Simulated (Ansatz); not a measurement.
Basis-set extrapolation for C$_{4}$H$_{5}$FSi (PBE0-D4/def2-TZVP geometry, frozen core, Ansatz). Multiplicity 1, RHF reference.

```csv
,def2-TZVPP,def2-QZVPP
HF,-542.784108,-542.805167
MP2 correlation,-1.009423,-1.083378
CCSD(T) correlation,-1.084326,not run
```

Energies in hartree. Use E(X) = E(∞) + A·exp(−7.88·√X) for Hartree–Fock and E(X) = E(∞) + B·X^(−2.97) for correlation, with X = 3 and 4, and add CCSD(T) minus MP2 of the smaller set to the MP2 limit.

What is the CCSD(T) energy at the basis-set limit?

HF limit: -542.805167 + (-0.021059) × 0.13774 = -542.80807. MP2 limit: -1.083378 + (-0.073955) × 0.74074 = -1.13816. Higher-order term: -1.084326 − (-1.009423) = -0.07490. Total: -544.02113 hartree, 400.9 kJ/mol below CCSD(T)/def2-TZVPP.
